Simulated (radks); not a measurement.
The mean radii <r> (bohr) of the occupied orbitals of an atom or ion are listed with their occupations. Calculated with a radial shooting solver on a logarithmic mesh with Libxc functionals: scalar-relativistic Kohn-Sham, SOGGA, spin-polarised, spherical densities, point nucleus.

| orbital | occ. | <r> |
|---|---|---|
| 1s down | 1 | 0.01686 |
| 1s up | 1 | 0.01686 |
| 2s up | 1 | 0.07113 |
| 2s down | 1 | 0.07113 |
| 2p up | 3 | 0.06425 |
| 2p down | 3 | 0.06425 |
| 3s up | 1 | 0.1839 |
| 3s down | 1 | 0.1839 |
| 3p up | 3 | 0.1852 |
| 3p down | 3 | 0.1852 |
| 3d up | 5 | 0.1677 |
| 3d down | 5 | 0.1677 |
| 4s up | 1 | 0.4071 |
| 4s down | 1 | 0.4071 |
| 4p up | 3 | 0.4337 |
| 4p down | 3 | 0.4337 |
| 4d up | 5 | 0.4585 |
| 4d down | 5 | 0.4584 |
| 5s up | 1 | 0.9264 |
| 5s down | 1 | 0.9254 |
| 4f up | 7 | 0.4988 |
| 4f down | 7 | 0.4984 |
| 5p up | 3 | 1.069 |
| 5p down | 3 | 1.068 |
| 5d up | 5 | 1.493 |
| 5d down | 4 | 1.497 |

Name the element and its charge. Open shells, if any, are filled with parallel spins first.

Answer. Z = 79, gold, charge +2: Au2+ in [Xe] 4f14 5d9. The 1s radius gives Z: for a bare nucleus <r> = (2 gamma + 1)/(2Z) with gamma = sqrt(1 - (Z/c)^2), 0.01667 bohr for Z = 79, and screening makes it slightly larger (0.01686 here). The occupations add up to 77, and the charge is Z minus that.
